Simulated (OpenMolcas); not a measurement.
Ag2+ with 6 ligands (bromide) in tetragonal octahedral coordination (D4h) at 2.85 Å, the axial distance 2.964 Å. A charge of +0.667 e stands 2.4 Å behind each ligand. Ligand basis ANO-RCC-VDZP.
```
Ag    0.0000    0.0000    0.0000
Br    2.8500    0.0000    0.0000
Br    0.0000    2.8500    0.0000
Br   -2.8500    0.0000    0.0000
Br    0.0000   -2.8500    0.0000
Br    0.0000    0.0000    2.9640
Br    0.0000    0.0000   -2.9640
```

| Property | Result |
| --- | --- |
| Program | OpenMolcas |
| Method | CASSCF |
| Basis | ANO-RCC-VTZP [7s6p4d2f1g] |
| Scalar Hamiltonian | DKH2, point nucleus |
| Active space | 9 electrons in 5 orbitals (4d) |
| State averaging | 2S+1 = 2 even, 5 roots |
| Spin-orbit coupling | state interaction with AMFI integrals over the reference wave functions |

**Question.** What is the spin-free ground state (labels of D4, the rotations of D4h)?

**Answer.** 2B1, 1-fold in its orbital part; it has the highest spin that d9 allows.

**Question.** Where is the first state of the same spin?

**Answer.** 2A1 at 1300 cm-1 above the ground state.

**Question.** What are the lowest two levels with spin-orbit coupling?

**Answer.** A 2-fold level E3/2 with g = 2.20, 2.20, 3.35, then a 2-fold level E1/2 1179 cm-1 above it. Their leading multiplicities are 2 (100 %) and 2 (100 %).

**Question.** What is χT at 300 K, and how does it compare with the textbook value?

**Answer.** The lowest level has 2S+1 = 2, for which the spin-only value is χT = S(S+1) / 2 = 0.375 cm3 K/mol (g = 2). The computed 0.706 at 300 K differs by +0.331, through orbital momentum, spin-orbit coupling and any other state in reach.

With metal d orbitals alone the field can be off either way by tens of per cent. Ligand-to-metal charge-transfer states are missing. No measured value stands beside these numbers; the geometry was imposed, not optimised, and the real ion may take another.
